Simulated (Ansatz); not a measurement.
Frontier orbitals of H7MgNOSi2, SMILES `[OH][Mg][N]([SiH3])[SiH3]`.

```json
{"atom": "O1", "x (Å)": "-1.974", "y (Å)": "-2.771", "z (Å)": "0.574"}
{"atom": "Mg2", "x (Å)": "-0.985", "y (Å)": "-1.354", "z (Å)": "0.266"}
{"atom": "N3", "x (Å)": "0.134", "y (Å)": "0.174", "z (Å)": "-0.027"}
{"atom": "Si4", "x (Å)": "1.322", "y (Å)": "0.046", "z (Å)": "-1.250"}
{"atom": "Si5", "x (Å)": "-0.140", "y (Å)": "1.547", "z (Å)": "0.955"}
{"atom": "H6", "x (Å)": "-2.646", "y (Å)": "-3.437", "z (Å)": "0.569"}
{"atom": "H7", "x (Å)": "1.150", "y (Å)": "1.034", "z (Å)": "-2.355"}
{"atom": "H8", "x (Å)": "2.718", "y (Å)": "0.188", "z (Å)": "-0.744"}
{"atom": "H9", "x (Å)": "1.198", "y (Å)": "-1.323", "z (Å)": "-1.848"}
{"atom": "H10", "x (Å)": "-1.274", "y (Å)": "1.214", "z (Å)": "1.878"}
{"atom": "H11", "x (Å)": "-0.534", "y (Å)": "2.762", "z (Å)": "0.184"}
{"atom": "H12", "x (Å)": "1.030", "y (Å)": "1.921", "z (Å)": "1.800"}
```

Charge 0, multiplicity 1. Correlated methods include outer-core shells of Mg, which these sets cover unevenly. The geometry is a stationary point of PBE0-D4/def2-TZVP. It is one conformer, not always the lowest. Basis def2-TZVPP, Ansatz.

Orbital energies of one run (eV). Highest occupied ones, from the top: -8.53, -9.73, -9.79, -9.85, -10.63, -10.68, -11.76, -12.05, -12.38, -14.69, -15.44, -17.05, -24.86, -28.74. Empty: -0.75, 1.00, 1.08, 1.40, 1.74, 1.96.

(1) Which functional gave them?
A. BHLYP
B. r2SCANh
C. BLYP
D. PBE0

Results:

(1) A. HOMO energies: BHLYP -8.53, BLYP -5.98, r2SCANh -6.84, PBE0 -7.36 eV.
